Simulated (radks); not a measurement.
Dynamic dipole polarisability and lines of the tellurium ion Te16+, [Kr]. Calculated with a radial shooting solver on a logarithmic mesh with Libxc functionals: scalar-relativistic Kohn-Sham, PBE, spin-unpolarised, spherical densities, finite nucleus; Fermi nuclear charge, rms radius of each element as measured or else 0.836 A^(1/3) + 0.57 fm. Time-dependent linear response with the Hartree and adiabatic LDA kernel, continuum included through the Sternheimer equations, no spin-orbit coupling, so fine structure and intercombination lines are absent. Lines are the poles of the dipole polarisability below minus the highest occupied eigenvalue, found on a grid refined at the orbital gaps; the lowest seven at most are given, and weak or close lines can be missed. The first line takes the name of the lowest orbital gap if no other gap lies below it; otherwise a line is named after a gap within 0.6 % of it, if that gap stands alone.

photon energy (eV),alpha (bohr^3)
0,0.3462
7.412,0.3479
37.062,0.3931
66.711,0.5746
96.361,2.766
126.01,-0.5353
155.66,-0.1614
185.31,0.08456
214.96,-0.08672
244.61,0.1082
274.26,-0.1066
303.91,-0.03701
333.56,-0.02816
363.21,-0.08976
392.86,0.06720
422.51,-0.001913

Lines (eV, oscillator strength): 102.27 (12.12 nm, 4p-4d), f = 4.31; 191.86 (6.462 nm, 4p-5s), f = 0.597; 248.91 (4.981 nm, 4p-5d), f = 0.320; 269.74 (4.597 nm, 4s-5p), f = 0.230; 293.56 (4.223 nm, 4p-6s), f = 0.133; 322.04 (3.850 nm, 4p-6d), f = 0.181; 344.65 (3.597 nm, 4p-7s), f = 0.0515. Higher lines, where found, are left out when the end of the mesh affects them. Those listed give 94 % of the static polarisability (sum of f/w^2). Orbital energy gaps for comparison: 4p-4d 82.364 eV; 4p-5s 191.34 eV; 4p-5d 247.88 eV; 4s-5p 268.99 eV; 4p-6s 293.37 eV.
